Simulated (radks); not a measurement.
Tl2+, configuration [Xe] 4f14 5d10 6s1. Calculated with a radial shooting solver on a logarithmic mesh with Libxc functionals: Dirac Kohn-Sham, PBE, spin-unpolarised, spherical densities, finite nucleus; Fermi nuclear charge, rms radius 5.4759 fm.

Normalised radial functions P(r) = r R(r) (large component), r in bohr:

r	4f5/2	5p3/2	6s1/2
0.0008333	0.0000	0.0011	0.0285
0.0009701	0.0000	0.0015	0.0318
0.00112	0.0000	0.0020	0.0352
0.001304	0.0000	0.0026	0.0391
0.001518	0.0000	0.0035	0.0433
0.001754	0.0000	0.0046	0.0476
0.002041	0.0000	0.0060	0.0522
0.002358	0.0000	0.0078	0.0568
0.002745	0.0000	0.0103	0.0618
0.00317	0.0000	0.0134	0.0664
0.00369	0.0000	0.0175	0.0710
0.004296	0.0000	0.0228	0.0752
0.004961	0.0000	0.0292	0.0784
0.005776	0.0000	0.0377	0.0807
0.00667	0.0000	0.0478	0.0814
0.007765	0.0001	0.0610	0.0801
0.00904	0.0001	0.0773	0.0761
0.01044	0.0002	0.0958	0.0692
0.01215	0.0004	0.1190	0.0582
0.01404	0.0006	0.1444	0.0438
0.01634	0.0011	0.1745	0.0242
0.01902	0.0018	0.2070	0.0003
0.02197	0.0030	0.2383	-0.0255
0.02558	0.0050	0.2692	-0.0547
0.02954	0.0081	0.2928	-0.0818
0.03439	0.0133	0.3062	-0.1062
0.03971	0.0211	0.3024	-0.1215
0.04623	0.0340	0.2742	-0.1246
0.05382	0.0539	0.2154	-0.1100
0.06216	0.0821	0.1289	-0.0776
0.07236	0.1256	0.0075	-0.0246
0.08357	0.1838	-0.1263	0.0378
0.09729	0.2682	-0.2677	0.1055
0.1133	0.3805	-0.3804	0.1584
0.1308	0.5146	-0.4298	0.1783
0.1523	0.6843	-0.3928	0.1536
0.1759	0.8653	-0.2610	0.0836
0.2047	1.0645	-0.0325	-0.0274
0.2364	1.2427	0.2274	-0.1410
0.2752	1.3965	0.4771	-0.2306
0.3204	1.4907	0.6202	-0.2507
0.3701	1.5081	0.5989	-0.1869
0.4308	1.4447	0.3921	-0.0415
0.4975	1.3141	0.0536	0.1334
0.5792	1.1205	-0.3748	0.2992
0.6743	0.8962	-0.7741	0.3865
0.7787	0.6814	-1.0423	0.3611
0.9066	0.4751	-1.1594	0.2162
1.047	0.3136	-1.1120	-0.0053
1.219	0.1858	-0.9378	-0.2750
1.419	0.1001	-0.7020	-0.5216
1.639	0.0506	-0.4793	-0.6896
1.908	0.0219	-0.2852	-0.7719
2.203	0.0088	-0.1550	-0.7571
2.565	0.0029	-0.0710	-0.6616
2.962	0.0008	-0.0293	-0.5250
3.448	0.0002	-0.0097	-0.3678
4.015	0.0000	-0.0026	-0.2272
4.636	0.0000	-0.0006	-0.1260
5.397	0.0000	-0.0001	-0.0577
6.233	0.0000	0.0000	-0.0233
7.257	0.0000	0.0000	-0.0073

4f5/2: eigenvalue -134.14 eV, 0 radial nodes, <r> = 0.464 bohr, 90 % of the charge inside 0.740 bohr. 5p3/2: eigenvalue -88.574 eV, 3 radial nodes at r = 0.0730, 0.209, 0.507 bohr, <r> = 1.04 bohr, 90 % of the charge inside 1.50 bohr. 6s1/2: eigenvalue -25.354 eV, 5 radial nodes at r = 0.0191, 0.0768, 0.198, 0.446, 1.04 bohr, <r> = 2.28 bohr, 90 % of the charge inside 3.29 bohr.
